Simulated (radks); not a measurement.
Values are calculated unless marked as measured or tabulated.
Question: All-electron atom: the hafnium ion Hf2+ in [Xe] 4f14 6s2 (not the ground configuration). Code: a radial shooting solver on a logarithmic mesh with Libxc functionals. Model: Dirac Kohn-Sham, PBE, spin-unpolarised, spherical densities, point nucleus.

Spin-orbit splittings of the eigenvalues, e(l+1/2) - e(l-1/2), with zeta = 2 splitting/(2l+1) and mean radii in bohr:

shell  occ.  splitting (eV)  zeta (eV)  <r> j=l-1/2  <r> j=l+1/2
2p        6            1192      794.6      0.06612      0.07385
3p        6           255.5      170.3       0.1981       0.2124
3d       10           55.71      22.28       0.1863       0.1908
4p        6           58.43      38.96       0.4746       0.5075
4d       10           10.70      4.279       0.5287       0.5402
4f       14           1.749     0.4997       0.6666       0.6785
5p        6               ?          ?        1.250        1.351

Estimate the 5p splitting.

Answer: 8.023 eV (zeta = 5.349 eV).
